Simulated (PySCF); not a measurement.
Compound: C2H10NPSi2.
SMILES with atom numbers: `[PH2:1][Si@@H:2]1[CH2:3][CH2:4][SiH2:5][NH:6]1` (hydrogens: H7, H8 on P1; H9 on Si2; H10, H11 on C3; H12, H13 on C4; H14, H15 on Si5; H16 on N6)

Cartesian coordinates in Å at the GFN2-xTB level; atoms count from 1:
```
atom  x, y, z in Å
P1     3.024    0.188   -0.348
Si2    0.981    0.095    0.582
C3    -0.226   -1.225   -0.074
C4    -1.638   -0.644    0.029
Si5   -1.584    1.209   -0.390
N6     0.065    1.473    0.074
H7     2.896   -0.982   -1.072
H8     3.639   -0.469    0.701
H9     1.093    0.046    2.053
H10   -0.158   -2.175    0.456
H11    0.002   -1.432   -1.122
H12   -1.992   -0.762    1.054
H13   -2.327   -1.203   -0.603
H14   -2.484    2.009    0.443
H15   -1.777    1.494   -1.816
H16    0.478    2.387    0.022
```

A PySCF run (density fitting, gas phase, GFN2-xTB geometry) gave HOMO -7.06 eV, LUMO 0.18 eV, dipole 0.86 D and E = -1056.473 Eh.

**Question.** Which of these levels was it?
A. X3LYP/6-31++G**
B. PBE0/pcSseg-1
C. B97-2/MINI
D. PBE0/def2-SVPD

**Answer.** D. It is PBE0/def2-SVPD. All candidates on this geometry:

```json
{"level and settings": "X3LYP/6-31++G**", "kind": "global hybrid", "basis functions": "180", "SCF cycles": "13", "E (Eh)": "-1057.1934", "HOMO (eV)": "-6.84", "LUMO (eV)": "-0.37", "dipole (D)": "1.06"}
{"level and settings": "PBE0/def2-SVPD", "kind": "global hybrid", "basis functions": "212", "SCF cycles": "13", "E (Eh)": "-1056.4726", "HOMO (eV)": "-7.06", "LUMO (eV)": "0.18", "dipole (D)": "0.86"}
{"level and settings": "PBE0/pcSseg-1", "kind": "global hybrid", "basis functions": "173", "SCF cycles": "13", "E (Eh)": "-1056.7903", "HOMO (eV)": "-7.07", "LUMO (eV)": "0.33", "dipole (D)": "1.09"}
{"level and settings": "B97-2/MINI, energy threshold 1e-07 Eh, damping 0.2 at the start, DIIS from the seventh cycle", "kind": "global hybrid", "basis functions": "52", "SCF cycles": "13", "E (Eh)": "-1051.2947", "HOMO (eV)": "-7.72", "LUMO (eV)": "-0.24", "dipole (D)": "0.91"}
```

The nearest other candidate, by the summed differences of HOMO and LUMO, is PBE0/pcSseg-1: its HOMO differs by -0.01 eV and its LUMO by +0.15 eV. Cycle counts include a coarse-grid stage where the run had one. All basis functions are spherical, in the Pople sets too.
